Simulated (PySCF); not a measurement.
## Working out the ionisation energy of Ne⁺

Ne⁺ [He] 2s2 2p5 (2P) → Ne²⁺ [He] 2s2 2p4 (3P). Computed with PySCF 2.14 in x2c-SVPall (3s2p1d, 14 functions), with scalar relativity by spin-free X2C-1e. Frozen: 1s2. Energies in hartree (1 hartree = 27.21139 eV):

```json
{"part": "UHF", "Ne⁺ (lower)": "-127.784751", "Ne²⁺ (upper)": "-126.332189"}
{"part": "CCSD correlation", "Ne⁺ (lower)": "-0.140861", "Ne²⁺ (upper)": "-0.102064"}
{"part": "(T)", "Ne⁺ (lower)": "-0.001056", "Ne²⁺ (upper)": "-0.000664"}
```

What does Hartree-Fock give?

(-126.332189) − (-127.784751) = 1.452562 hartree = 39.526 eV.

What do CCSD and CCSD(T) give?

The CCSD correlation energies differ by 0.038797 hartree = 1.056 eV and the triples by 0.000392 hartree = 0.011 eV, so CCSD gives 40.582 eV and CCSD(T) 40.593 eV.

Reference: 40.963 eV (measured; NIST Atomic Spectra Database, ionization energies), between the lowest levels; spin-orbit coupling is absent from the calculation.

A double-zeta basis recovers only part of the correlation energy.

What remains against the reference includes basis incompleteness, the frozen core and higher excitations.
